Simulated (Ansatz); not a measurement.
CH7NOSi2, relaxed with RKS PBE0-D4/def2-TZVP in Ansatz 0.2.0 from a PBE-D4/def2-SVP geometry. The force threshold is 0.005 eV/Å; the program also tests the step.

The species carries charge 0 and has multiplicity 1. The bonds changed during the relaxation, so this is another structure than the one it started from.

Start:

```xyz
12

C    -0.099   -0.885    0.795
N     0.125    0.213   -0.146
Si   -1.323    1.054   -0.729
Si    1.700    0.755   -0.773
O     2.792   -0.344   -0.100
H    -0.843   -0.613    1.576
H    -0.466   -1.808    0.294
H     0.836   -1.147    1.339
H    -2.232    0.110   -1.475
H    -2.102    1.615    0.433
H    -0.866    2.154   -1.641
H     2.479   -1.104    0.427
```

```csv
step,energy (eV),largest force (eV/Å),largest move (Å)
1,-20435.3743,0.998,0.000
2,-20435.4407,0.557,0.054
3,-20435.4567,0.113,0.052
4 (rejected),-20435.4544,0.244,0.070
5,-20435.4592,0.031,0.034
6,-20435.4595,0.024,0.018
7,-20435.4599,0.061,0.074
8,-20435.4603,0.031,0.024
9,-20435.4606,0.013,0.017
10 (rejected),-20435.4605,0.023,0.008
11,-20435.4607,0.005,0.004
12,-20435.4607,0.027,0.035
13,-20435.4608,0.015,0.004
14,-20435.4608,0.005,0.005
15,-20435.4608,0.001,0.008
16,-20435.4608,0.001,0.006
```

End:

```xyz
12

C    -0.096   -0.871    0.787
N     0.135    0.221   -0.153
Si   -1.294    1.055   -0.699
Si    1.676    0.717   -0.788
O     2.735   -0.379   -0.146
H    -0.978   -0.681    1.407
H    -0.251   -1.827    0.276
H     0.744   -0.983    1.481
H    -2.215    0.119   -1.401
H    -2.028    1.616    0.468
H    -0.869    2.136   -1.620
H     2.442   -1.123    0.388
```

Hardware: 4 threads of an Arm Neoverse V2 on a shared host. Wall time 47 s, peak host memory 0.58 GiB.
